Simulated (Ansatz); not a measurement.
A search over several starts for the lowest SCF solution of the cluster W₄⁻ at the given spin, in a small basis.

```yaml
crystal:
  periodic: [false, false, false]
  atoms:
    - {symbol: W, position_ang: [2.741617, 1.314683, -0.549689]}
    - {symbol: W, position_ang: [0.032667, -0.019597, -0.091771]}
    - {symbol: W, position_ang: [0.748164, 2.116260, 0.174938]}
    - {symbol: W, position_ang: [2.136352, -0.578746, 0.542522]}
basis:
  gaussian: {orbitals: def2-SVP}
total_charge: -1
magnetization: {spin_polarized: true, initial_magnetization: 1}
hamiltonian: {xc: pbe0, dispersion: d4}
output: {orbitals: {seedname: orbitals}}
```

```sh
$ ansatz run in.yaml --threads 4 --pin off --events-out ev --progress --plain --max-ram 3916MiB
```

It prints (some lines left out):

```
Functional definition: PBE0
1388 factors; their error is unknown
mean field evaluation 1: about -7288.9610 eV, gradient 3.8e1 eV
mean field evaluation 2: about -7223.7061 eV, gradient 1.2e2 eV
mean field evaluation 4: about -7295.6090 eV, gradient 5.3e0 eV
mean field evaluation 8: about -7295.7877 eV, gradient 8.1e-1 eV
mean field evaluation 16: about -7296.0064 eV, gradient 2.5e-2 eV
mean field evaluation 32: about -7296.0065 eV, gradient 1.3e-4 eV
mean field evaluation 64: about -7295.7293 eV, gradient 1.6e0 eV
mean field -7296.00654030 eV, -268.1232949453 hartree, gradient 3.4e-6 eV, S^2 0.816967; 8 other end points of the search recorded, 0 dependent functions left out
reference -7296.00656350 eV, -268.1232957977 hartree; 29, 28 occupied and 99, 100 virtual orbitals, 1388 factors
Total energy: -7296.24681380 eV, -268.1321248333 hartree
```

Run time 37 s (4 threads of Arm Neoverse V2 on a shared host), peak host memory 0.72 GiB.

Other converged states that the search met: 0.07 eV higher (⟨S²⟩ = 1.34).

In the def2 sets W takes a core potential; there is no spin–orbit coupling. The highest occupied level of the charge -1 doublet lies above zero (up to 0.09 eV). By energy differences its removal costs 1.15 eV (vertical, to the charge 0 singlet, at PBE0-D4/def2-TZVPD). Another isomer (singlet) lies 0.08 eV lower at PBE0-D4/def2-TZVP.
